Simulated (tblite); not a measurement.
Compound: C₆H₃ClFO (doublet state).
Z-matrix (Å and degrees, GFN2-xTB geometry), rows numbered from 1:
```
O 
C   1  1.3463
C   2  1.3981  1  119.70
F   3  1.3428  2  119.14  1     0.04
C   3  1.3896  2  121.67  1  -179.91
C   5  1.3621  3  116.59  2    -0.05
C   6  1.3611  5  125.85  3     0.00
C   7  1.3929  6  116.24  5     0.05
Cl  8  1.7419  2  117.94  1    -0.06
H   1  0.9705  2  109.02  3   179.82
H   5  1.0774  3  119.71  2   179.96
H   7  1.0775  6  123.15  5  -179.96
```

Method: GFN2-xTB as coded in tblite; computed harmonic values from a numerical Hessian at the method's own geometry, unscaled. Against measured fundamentals such values can be off by several per cent, at times by over 20. One conformer, not necessarily the lowest. Open shells enter through the occupations alone, without spin polarisation, and single modes of such species can be off by tens of per cent.

Harmonic wavenumbers (cm⁻¹): 117.5, 194.7, 222.2, 272.4, 292.2, 362.7, 442.3, 455.2, 471.9, 482.3, 530.9, 618.2, 634.1, 785.7, 811.8, 843.4, 847.0, 1072.1, 1111.0, 1160.9, 1196.1, 1261.4, 1290.3, 1396.2, 1449.4, 1522.6, 1590.7, 3104.2, 3111.1, 3404.5.

A = 2468, B = 1171, C = 794.1 MHz; mass 144.986 u (most abundant isotopes); point group Cs, symmetry number 1; spin multiplicity 2.

Problem. Zero-point energy?

Solution. Half the sum of the wavenumbers: 15528 cm⁻¹ = 44.40 kcal/mol.

Problem. Entropy at 500 K, 1 bar (ideal gas, RRHO, classical rotation)?

Solution. Translation 43.42, rotation 30.87, vibration 31.99, spin (R ln 2) 1.38: S = 107.7 cal/(mol K).

Problem. And Cp and H(500 K) − H(0)?

Solution. Cp = 43.07 cal/(mol K), of which vibrations give 35.12 (their classical limit is 30 R = 59.6); H(500 K) − H(0) = 13.07 kcal/mol without the zero-point energy, 9.09 from vibrations.

Problem. What must be added to the electronic energy to get the Gibbs energy at 500 K and 1 bar?

Solution. ZPE + [H(500 K) − H(0)] − T·S = 44.40 + 13.07 − 53.83 = 3.64 kcal/mol.

Problem. Which modes carry the vibrational entropy at 500 K?

Solution. 117.5 cm⁻¹: 4.15; 194.7 cm⁻¹: 3.16; 222.2 cm⁻¹: 2.91; 272.4 cm⁻¹: 2.52; 292.2 cm⁻¹: 2.39; 362.7 cm⁻¹: 1.99 cal/(mol K); the other 24 give 14.86 together.

Problem. How do the functions run with temperature in this model?

Solution. 
| T (K) | S (cal/(mol K)) | Cp (cal/(mol K)) | H − H(0) (kcal/mol) | G − H(0) (kcal/mol) | ln q(vib) |
| --- | --- | --- | --- | --- | --- |
| 150 | 71.8 | 18.4 | 1.77 | -9.00 | 0.92 |
| 250 | 83.4 | 27.3 | 4.08 | -16.76 | 2.44 |
| 298.15 | 88.5 | 31.1 | 5.48 | -20.90 | 3.27 |
| 400 | 98.6 | 37.9 | 9.01 | -30.44 | 5.11 |
| 600 | 115.9 | 47.1 | 17.58 | -51.95 | 8.76 |
| 900 | 136.6 | 54.7 | 32.97 | -89.95 | 13.86 |

q(vib) and H(0) count from the zero-point level.

Hindered rotation and anharmonicity are outside this model. Other conformers, if any are populated, would add a mixing term that is left out.
